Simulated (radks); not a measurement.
The numbers below are computed, except where a source is named.
Q: All-electron atom: Ti in [Ar] 3d2 4s2. Level of theory: Dirac Kohn-Sham, RPBE, spin-unpolarised, spherical densities, point nucleus; open shells are shared between the two j in proportion to 2j + 1 (a radial shooting solver on a logarithmic mesh with Libxc functionals). Some entries of the table are withheld. Estimate them.

orbital  occ.  eigenvalue (hartree)  <r^2> (bohr^2)  <r> (bohr)
1s1/2       2             -178.9281        0.006510         (1)
2s1/2       2             -19.73469             (2)      0.3246
2p1/2       2             -16.46212          0.1024      0.2880
2p3/2       4             -16.25002          0.1042      0.2907
3s1/2       2              -2.30512           1.169       1.007
3p1/2       2              -1.44526           1.375         (3)
3p3/2       4              -1.42119           1.395         (4)
4s1/2       2              -0.16246           14.46       3.538
3d3/2     0.8              -0.15569           3.560       1.613
3d5/2     1.2              -0.15400           3.591       1.620

A: 
(1) 1s1/2 <r> (bohr): 0.06957
(2) 2s1/2 <r^2> (bohr^2): 0.1246
(3) 3p1/2 <r> (bohr): 1.080
(4) 3p3/2 <r> (bohr): 1.088
